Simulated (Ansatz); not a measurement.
CH₁₂N₂Si₃, SMILES C([SiH2]N)([SiH3])([SiH3])N.

The structure is a stationary point at PBE0-D3(BJ)/def2-SVP. A frequency run showed that this geometry is not a minimum. The structure was generated by enumeration, and PubChem lists no compound with its InChIKey, so it may never have been made. One conformer was computed; it need not be the lowest.

Two levels are set side by side: PBE/def2-SVPD (Ansatz, a first-principles code) and PBE0/def2-SVPD (Ansatz). Energy differences of separate SCF runs at the same geometry; the states with an electron removed or added have multiplicity 2 and 2. Differences are taken from unrounded values.

```tsv
quantity	PBE
vertical ionisation energy (eV)	8.04
vertical singlet–triplet gap (eV)	4.54
```

### Question
These are the PBE values. What does PBE0 give? (Estimate from the structure and the level; the computed values follow.)

### Answer

```tsv
quantity	PBE0	PBE minus PBE0
vertical ionisation energy (eV)	8.38	-0.34
vertical singlet–triplet gap (eV)	5.08	-0.54
```
